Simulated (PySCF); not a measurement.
Input and output of a TDDFT job on `[NH3+][BH2-]C1CCC1`.

The calculation used PySCF, TDDFT PBE0/def2-SVPD, vertical, gas phase, core orbitals frozen in the response.

Input of the driver that calls PySCF (job settings, then Cartesian coordinates in Å):

```
{"job": {"kind": "uv", "xc": "PBE0", "basis": "def2-SVPD", "nstates": 6, "ntriplets": 2}, "charge": 0, "multiplicity": 1}
N      2.3134     0.5567    -0.0759
B      1.2629    -0.7222    -0.0357
C     -0.1427    -0.0892    -0.5466
C     -1.3913    -0.9874    -0.4050
C     -2.0387     0.0469     0.5251
C     -0.8131     0.9581     0.3760
H      1.8911     1.3029     0.4665
H      2.4250     0.8541    -1.0385
H      3.2092     0.2939     0.3185
H      1.7127    -1.5387    -0.7779
H      1.2382    -1.0776     1.1007
H     -0.0546     0.2945    -1.5694
H     -1.9390    -1.1637    -1.3299
H     -1.1880    -1.9475     0.0645
H     -2.2065    -0.3093     1.5403
H     -2.9689     0.4743     0.1506
H     -1.0292     1.9210    -0.0912
H     -0.2892     1.1394     1.3163
```

The self-consistent field part of the output:

```
coarse grid: 13936 points
cycle   1  E = -238.6675628106  dE =  5.110e-01  |g| = 4.921e-01  |ddm| = 6.030e+00
cycle   2  E = -238.6484308173  dE =  1.913e-02  |g| = 5.857e-01  |ddm| = 1.985e+00
cycle   3  E = -238.7457892711  dE = -9.736e-02  |g| = 6.758e-02  |ddm| = 1.229e+00
cycle   4  E = -238.7468321193  dE = -1.043e-03  |g| = 2.172e-02  |ddm| = 1.835e-01
cycle   5  E = -238.7469589216  dE = -1.268e-04  |g| = 4.515e-03  |ddm| = 5.918e-02
cycle   6  E = -238.7469640108  dE = -5.089e-06  |g| = 1.319e-03  |ddm| = 1.454e-02
final grid: 131496 points
cycle   7  E = -238.7788509438  dE = -5.884e-05  |g| = 1.023e-02  |ddm| = 1.859e-01
cycle   8  E = -238.7788355042  dE =  1.544e-05  |g| = 1.302e-02  |ddm| = 3.801e-02
cycle   9  E = -238.7788776379  dE = -4.213e-05  |g| = 5.774e-04  |ddm| = 1.891e-02
cycle  10  E = -238.7788777173  dE = -7.937e-08  |g| = 1.846e-04  |ddm| = 1.851e-03
cycle  11  E = -238.7788777253  dE = -8.037e-09  |g| = 5.840e-05  |ddm| = 4.688e-04
cycle  12  E = -238.7788777261  dE = -7.731e-10  |g| = 1.602e-05  |ddm| = 1.418e-04
converged SCF energy = -238.7788777261
```

Problem. What follows in the output?

Solution. 
```
Static polarisability (au): isotropic 73.249, principal 65.421 72.101 82.225

Singlet excitations
state   eV       nm        f      main configurations
  1   5.6552    219.2   0.00189   H->L 0.99
  2   6.1447    201.8   0.00419   H-1->L 0.98
  3   6.7368    184.0   0.01030   H-2->L 0.98
  4   6.9683    177.9   0.00101   H->L+1 0.93
  5   7.1346    173.8   0.01541   H->L+2 0.59, H-3->L 0.33
  6   7.1503    173.4   0.00274   H-3->L 0.59, H->L+2 0.35

Triplet excitations (Tamm-Dancoff, eV): 5.5861 6.0466
```

The SCF starts on a coarse grid; the energy jumps when the final grid takes over, and dE counts afresh there. The run used 216 basis functions and 12 SCF iterations for the ground state.

On one thread, Arm Neoverse V2 (aarch64) (shared host), this took 28 s (grids of density and orbitals included) and 0.88 GiB of memory at its peak.

Geometry: GFN2-xTB, one conformer, isolated molecule.
